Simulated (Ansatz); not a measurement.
`C=[N][Al]([NH2])[OH]` and `C=[N][Al]([OH])[SiH3]` differ in one atom or group.

Ansatz, PBE0-D4/def2-TZVP geometries, multiplicity 1. Each molecule was computed in one conformer, which needn't be the lowest.

| property | `C=[N][Al]([NH2])[OH]` |
| --- | --- |
| LUMO energy (B3LYP/def2-TZVPP) / eV | -0.94 |
| size of the dipole moment (ωB97M-V/def2-TZVPP) / D | 1.56 |
| HOMO–LUMO gap (B3LYP/def2-TZVPP) / eV | 5.14 |
| HOMO energy (B3LYP/def2-TZVPP) / eV | -6.09 |
| HOMO–LUMO gap (PBE0/def2-TZVPP) / eV | 5.60 |
| HOMO energy (ωB97M-V/def2-TZVPP) / eV | -8.60 |

(1) What does the change do to each property? (Estimate.)

Answers

(1) Ansatz gave: 
| property | `C=[N][Al]([OH])[SiH3]` | shift |
| --- | --- | --- |
| LUMO energy (B3LYP/def2-TZVPP) / eV | -1.37 | -0.43 |
| size of the dipole moment (ωB97M-V/def2-TZVPP) / D | 2.72 | 1.16 |
| HOMO–LUMO gap (B3LYP/def2-TZVPP) / eV | 5.16 | 0.02 |
| HOMO energy (B3LYP/def2-TZVPP) / eV | -6.53 | -0.44 |
| HOMO–LUMO gap (PBE0/def2-TZVPP) / eV | 5.60 | 0.00 |
| HOMO energy (ωB97M-V/def2-TZVPP) / eV | -9.03 | -0.43 |

Dipoles are sizes alone; their direction can turn.

B3LYP here is the variant with VWN-RPA as its local correlation; programs differ in this.
